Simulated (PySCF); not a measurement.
Species: o-cresol, C7H8O.
Atom-mapped SMILES: `[CH3:1][c:2]1[cH:3][cH:4][cH:5][cH:6][c:7]1[OH:8]` (hydrogens: H9, H10, H11 on C1; H12 on C3; H13 on C4; H14 on C5; H15 on C6; H16 on O8)

The same species was optimised twice, with GFN2-xTB and with PBE0-D3(BJ)/def2-SVP (PySCF), and the same property calculations (PySCF, gas phase) were run on both structures.

```json
{"coordinate": "C7–O8 (Å)", "GFN2-xTB": "1.363", "PBE0-D3(BJ)/def2-SVP": "1.352", "change": "-0.011"}
{"coordinate": "C4–C5 (Å)", "GFN2-xTB": "1.384", "PBE0-D3(BJ)/def2-SVP": "1.394", "change": "+0.010"}
{"coordinate": "C2–C3 (Å)", "GFN2-xTB": "1.387", "PBE0-D3(BJ)/def2-SVP": "1.397", "change": "+0.010"}
{"coordinate": "C5–C6 (Å)", "GFN2-xTB": "1.381", "PBE0-D3(BJ)/def2-SVP": "1.391", "change": "+0.010"}
{"coordinate": "C3–C4 (Å)", "GFN2-xTB": "1.384", "PBE0-D3(BJ)/def2-SVP": "1.393", "change": "+0.009"}
{"coordinate": "C2–C7 (Å)", "GFN2-xTB": "1.398", "PBE0-D3(BJ)/def2-SVP": "1.407", "change": "+0.009"}
{"coordinate": "C6–C7 (Å)", "GFN2-xTB": "1.390", "PBE0-D3(BJ)/def2-SVP": "1.397", "change": "+0.007"}
{"coordinate": "C1–C2 (Å)", "GFN2-xTB": "1.504", "PBE0-D3(BJ)/def2-SVP": "1.501", "change": "-0.003"}
{"coordinate": "C1–C2–C3 (°)", "GFN2-xTB": "121.0", "PBE0-D3(BJ)/def2-SVP": "122.1", "change": "+1.1"}
{"coordinate": "C1–C2–C7 (°)", "GFN2-xTB": "120.6", "PBE0-D3(BJ)/def2-SVP": "119.7", "change": "-0.9"}
{"coordinate": "C2–C7–O8 (°)", "GFN2-xTB": "122.1", "PBE0-D3(BJ)/def2-SVP": "121.7", "change": "-0.4"}
{"coordinate": "C3–C4–C5 (°)", "GFN2-xTB": "119.7", "PBE0-D3(BJ)/def2-SVP": "119.3", "change": "-0.4"}
{"coordinate": "C4–C5–C6 (°)", "GFN2-xTB": "120.0", "PBE0-D3(BJ)/def2-SVP": "120.3", "change": "+0.3"}
{"coordinate": "C2–C3–C4 (°)", "GFN2-xTB": "121.4", "PBE0-D3(BJ)/def2-SVP": "121.7", "change": "+0.3"}
{"coordinate": "C2–C7–C6 (°)", "GFN2-xTB": "120.3", "PBE0-D3(BJ)/def2-SVP": "120.5", "change": "+0.2"}
{"coordinate": "C3–C2–C7 (°)", "GFN2-xTB": "118.4", "PBE0-D3(BJ)/def2-SVP": "118.2", "change": "-0.2"}
```

Rotational constants: A = 3283, B = 2227, C = 1338 MHz (GFN2-xTB) against A = 3283, B = 2202, C = 1329 MHz (PBE0-D3(BJ)/def2-SVP). Point groups within 0.08 Å: Cs and Cs.

On the GFN2-xTB structure: lowest singlet, TDDFT (eV) 5.13 [B3LYP/def2-SVPD]; lowest triplet, Tamm–Dancoff (eV) 4.09 [B3LYP/def2-SVPD]; isotropic polarisability (au) 85.0 [B3LYP/def2-SVPD]; HOMO (eV) -6.26 [B3LYP/def2-SVPD]; LUMO (eV) -0.32 [B3LYP/def2-SVPD]; dipole (D) 1.70 [B3LYP/def2-SVPD].

**Question.** What do these properties become on the PBE0-D3(BJ)/def2-SVP structure?

**Answer.** 
```json
{"property": "lowest singlet, TDDFT (eV)", "level": "B3LYP/def2-SVPD", "on GFN2-xTB": "5.13", "on PBE0-D3(BJ)/def2-SVP": "5.05", "change": "-0.08"}
{"property": "lowest triplet, Tamm–Dancoff (eV)", "level": "B3LYP/def2-SVPD", "on GFN2-xTB": "4.09", "on PBE0-D3(BJ)/def2-SVP": "4.02", "change": "-0.07"}
{"property": "isotropic polarisability (au)", "level": "B3LYP/def2-SVPD", "on GFN2-xTB": "85.0", "on PBE0-D3(BJ)/def2-SVP": "86.4", "change": "+1.4"}
{"property": "HOMO (eV)", "level": "B3LYP/def2-SVPD", "on GFN2-xTB": "-6.26", "on PBE0-D3(BJ)/def2-SVP": "-6.23", "change": "+0.03"}
{"property": "LUMO (eV)", "level": "B3LYP/def2-SVPD", "on GFN2-xTB": "-0.32", "on PBE0-D3(BJ)/def2-SVP": "-0.38", "change": "-0.06"}
{"property": "dipole (D)", "level": "B3LYP/def2-SVPD", "on GFN2-xTB": "1.70", "on PBE0-D3(BJ)/def2-SVP": "1.71", "change": "+0.01"}
{"property": "energy, GFN2-xTB geometry as zero (kcal/mol)", "level": "B3LYP/def2-SVPD", "on GFN2-xTB": "0.0", "on PBE0-D3(BJ)/def2-SVP": "-0.8", "change": "-0.8"}
```

The heavy atoms differ by 0.012 Å rms after alignment. Among bonds between heavy atoms C2–C3, C4–C5, C5–C6 and C7–O8 change most and about equally (-0.011 to +0.010 Å). Changes are differences of the printed values. Neither structure is proved a minimum here.

Conformer computed: `[CH3:1][c:2]1[cH:3][cH:4][cH:5][cH:6][c:7]1[OH:8]`: H–O8–C7–C6 180°.
